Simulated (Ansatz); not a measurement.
`CO[Si]F` + CH₃OH → `CO[Si]OC` + H–F  (ligand exchange at the Si–F bond)

Program: Ansatz. Geometries: PBE0-D4/def2-TZVP. ΔE: electronic, gas phase. CCSD(T)/CBS adds triple-zeta CCSD(T) − MP2 to the extrapolated MP2 energy (def2 sets, frozen cores). This one scheme is used for every species. One conformer a species, not always the lowest.

| species | HF/def2-QZVPP energy (Eh) |
| --- | --- |
| `CO[Si]F` | -503.04672 |
| CH₃OH | -115.10098 |
| `CO[Si]OC` | -518.05320 |
| H–F | -100.07004 |

Work out ΔE.

ΔE = (-518.05320) + (-100.07004) − (-503.04672) − (-115.10098) = 0.02446 Eh = +64.2 kJ/mol. CCSD(T)/CBS gives +49.1 kJ/mol.

Largest T1 diagnostic among the species: 0.014.

At CCSD(T), def2-SVP lies +5.3 kJ/mol from the extrapolated value and def2-TZVPP +0.4 kJ/mol. In def2-TZVPP, CCSD(T) changes the Hartree–Fock value by −13.9 kJ/mol (the triples alone add −2.7 kJ/mol) and MP2 by −17.3 kJ/mol.
